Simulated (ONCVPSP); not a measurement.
# zinc: excitation energies, all-electron against ONCV

```
Element                 : Zn (Z = 30)
Generator               : ONCVPSP 4.0.1
Type                    : optimised norm-conserving Vanderbilt (ONCV)
Functional              : PBEsol
Relativity              : scalar-relativistic
Frozen core             : [Ne]
Valence charge          : 20
Reference configuration : 3s2 3p6 3d10 4s2
Partial waves           : 3s+4s: rc 1.00 bohr, ncon 3, nbas 8, qcut 15.6 1/bohr, 3 projectors, debl 3.6 Ha; 3p: rc 1.05 bohr, ncon 4, nbas 7, qcut 12.2 1/bohr, 1 projector; 3d: rc 1.15 bohr, ncon 4, nbas 8, qcut 14.8 1/bohr, 2 projectors, debl 3.7 Ha
Local potential         : polynomial inside 0.70 bohr (lpopt 5, dvloc0 1 Ha)
Core correction         : none
```

Energies are relative to the spin-unpolarised reference configuration 3s2 3p6 3d10 4s2; without spin polarisation the order of configurations can differ from experiment.

```json
{"valence configuration": "3s2 3p6 3d10 4s0", "charge": "+2", "ΔE all-electron (eV)": "28.249", "error AE − PS (meV)": "+3.4"}
{"valence configuration": "3s2 3p6 3d9 4s0", "charge": "+3", "ΔE all-electron (eV)": "68.758", "error AE − PS (meV)": "-2.7"}
{"valence configuration": "3s2 3p6 3d10 4s0 4p1", "charge": "+1", "ΔE all-electron (eV)": "16.258", "error AE − PS (meV)": "+31"}
```

Task: What are ΔE and the potential's error for 3s2 3p6 3d10 4s1?

Result: ΔE = 9.900 eV all-electron; the error (AE − PS) is +0.3 meV.

Levels in the configuration 3s2 3p6 3d10 4s0 4p1:

```json
{"level": "3s", "all-electron (eV)": "-140.440", "pseudo (eV)": "-140.401"}
{"level": "3p", "all-electron (eV)": "-94.790", "pseudo (eV)": "-94.750"}
{"level": "3d", "all-electron (eV)": "-21.575", "pseudo (eV)": "-21.559"}
{"level": "4p", "all-electron (eV)": "-8.660", "pseudo (eV)": "-8.676"}
```
